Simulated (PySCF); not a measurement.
**Computed data sheet: `C[SiH2]O[Si@@H](C)OC(C)C`**

Compound: C₅H₁₆O₂Si₂.
Numbering: `[CH3:1][SiH2:2][O:3][Si@@H:4]([CH3:5])[O:6][CH:7]([CH3:8])[CH3:9]` (hydrogens: H10, H11, H12 on C1; H13, H14 on Si2; H15 on Si4; H16, H17, H18 on C5; H19 on C7; H20, H21, H22 on C8; H23, H24, H25 on C9)

Structure used (GFN2-xTB), in Å, numbered top down from 1:
```
atom  x, y, z in Å
C1    -2.4916    1.3706   -0.2597
Si2   -2.4345    0.2800    1.2937
O3    -1.1191   -0.6660    1.3089
Si4    0.1037   -1.5296    0.6680
C5    -0.5129   -2.9809   -0.3671
O6     0.9600   -0.6284   -0.3660
C7     1.3951    0.7019   -0.2124
C8     2.7464    0.7315    0.4939
C9     1.4703    1.3358   -1.5980
H10   -2.4317    0.7720   -1.1652
H11   -3.4130    1.9438   -0.3047
H12   -1.6670    2.0792   -0.2841
H13   -3.5943   -0.6142    1.3400
H14   -2.2944    1.0945    2.5035
H15    0.8486   -1.9101    1.8684
H16   -1.0854   -3.6629    0.2517
H17   -1.1507   -2.6582   -1.1845
H18    0.3155   -3.5363   -0.7921
H19    0.6597    1.2433    0.4002
H20    3.0842    1.7571    0.6162
H21    3.4793    0.1798   -0.0896
H22    2.6585    0.2657    1.4716
H23    2.1770    0.7852   -2.2136
H24    1.7905    2.3714   -1.5232
H25    0.4947    1.2988   -2.0754
```

Some functional groups and rings: Si–H bond, siloxane link and C–Si bond.

GFN2-xTB geometry:

| Property | Result |
| --- | --- |
| Point group of the GFN2-xTB geometry | C1 |
| Rotational constants A, B, C of the GFN2-xTB geometry | 1.268, 0.803, 0.613 GHz |

**PBE0/pcSseg-1 ground state and GIAO shieldings, non-relativistic (PySCF)**

| Quantity | Value |
| --- | --- |
| Dipole moment | 1.21 D |
| HOMO energy | -7.89 eV |
| LUMO energy | 0.91 eV |
| HOMO–LUMO gap | 8.80 eV |
| Lowest Hirshfeld atomic charge | -0.30 e on O3 |
| Highest Hirshfeld atomic charge | +0.47 e on Si4 |
| 13C chemical shifts (computed TMS as zero) by class | 67.2 (C7), 27.8 (C9), 25.9 (C8), 1.1 (C1), 0.7 (C5) ppm |
| 1H chemical shifts (computed TMS as zero) by class | 5.25 (H14), 5.24 (H13), 5.07 (H15), 4.30 (H19), 1.27 (H23/H24/H25), 1.26 (H20/H21/H22), 0.35 (H10/H11/H12), 0.05 (H16/H17/H18) ppm |
| Isotropic shieldings of nuclei other than C and H, by class | 239 (O6), 274 (O3), 374 (Si2), 382 (Si4) ppm |
| Mayer bond orders between heavy atoms | C1–Si2 0.93, Si2–O3 0.93, O3–Si4 0.92, Si4–C5 0.94, Si4–O6 1.01, O6–C7 0.85, C7–C8 1.04, C7–C9 1.04 |

Monoisotopic mass from the formula: 164.0689 u.

With B = h/(8π²I), that is 505.379 GHz u Å² over I, the principal moments of inertia are 398.5, 629.6 and 825.0 u Å² (most abundant isotopes). The rotational constants make it an asymmetric top with κ = (2B − A − C)/(A − C) = -0.42, nearer the prolate limit (−1). The dipole equals about 4.0 × 10⁻³⁰ C·m (1 D = 3.33564 × 10⁻³⁰ C·m). A dipole of 1.21 D is allowed in C1, and pure rotational transitions are dipole-allowed.

Geometry: GFN2-xTB, one conformer, isolated molecule. NMR classes are plain means over equivalent atoms (diastereotopic ones count apart unless rotation or inversion swaps them), as if these changed places fast; in this geometry the members of some classes differ.

For the NMR shielding job (PBE0/pcSseg-1), the run took 2.3 min of wall time on one thread of an Intel Xeon at 2.50 GHz, on a shared host, and the process peaked at 1.1 GiB of memory.
